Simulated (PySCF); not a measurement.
C3H8Si, SMILES C1C[SiH2]C1 (B3LYP/def2-SVP optimised geometry):

```
12

C      0.891     0.550     0.450
C      0.968    -0.946     0.000
Si    -0.939    -0.946     0.000
C     -0.559     0.923     0.000
H      1.683     1.197     0.034
H      0.971     0.615     1.548
H      1.366    -1.037    -1.024
H      1.543    -1.620     0.652
H     -1.548    -1.444     1.271
H     -1.683    -1.554    -1.146
H     -0.569     1.331    -1.025
H     -1.106     1.620     0.651
```

Calculation: B3LYP/def2-TZVP (PySCF).

### Question
What are the frontier orbital energies and the dipole moment?

### Answer
HOMO-2 -8.80 eV, HOMO-1 -7.95 eV, HOMO -7.64 eV, LUMO 0.14 eV, LUMO+1 0.72 eV; dipole moment 0.46 D.

On the same geometry PySCF with PBE/def2-TZVP gives HOMO-2 -7.62 eV, HOMO-1 -6.90 eV, HOMO -6.61 eV, LUMO -0.45 eV, LUMO+1 0.20 eV; dipole moment 0.57 D.

Meta-Löwdin charges at B3LYP/def2-TZVP: C1 -0.18, C2 -0.44, Si3 0.64, C4 -0.44, H5 0.10, H6 0.10, H7 0.11, H8 0.11, H9 -0.11, H10 -0.11, H11 0.11, H12 0.11.
